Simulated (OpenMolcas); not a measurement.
A run on Ni4+ among 6 point charges of -0.98 e arranged as an octahedron (Oh), 1.88 Å from the ion.
```
   1.8800    0.0000    0.0000  -0.98
   0.0000    1.8800    0.0000  -0.98
  -1.8800    0.0000    0.0000  -0.98
   0.0000   -1.8800    0.0000  -0.98
   0.0000    0.0000    1.8800  -0.98
   0.0000    0.0000   -1.8800  -0.98
```

| Quantity | Value |
| --- | --- |
| Program | OpenMolcas |
| Method | CASSCF |
| Basis | ANO-RCC-VTZP [6s5p3d2f1g] |
| Scalar Hamiltonian | DKH2, point nucleus |
| Active space | 6 electrons in 5 orbitals (3d) |
| State averaging | 2S+1 = 5 even, 5 roots; 2S+1 = 3 even, 45 roots; 2S+1 = 1 even, 50 roots |
| Spin-orbit coupling | state interaction with AMFI integrals over the reference wave functions |

59 basis functions. Blocks (2S+1, parity, CSFs, roots kept): 5, even, 5, 5; 3, even, 45, 45; 1, even, 50, 50.

Problem. How long do the RASSCF and RASSI steps take on 1 thread of Arm Neoverse V1, with other jobs on the host?

Solution. About 25 s of wall time, without the integral step.
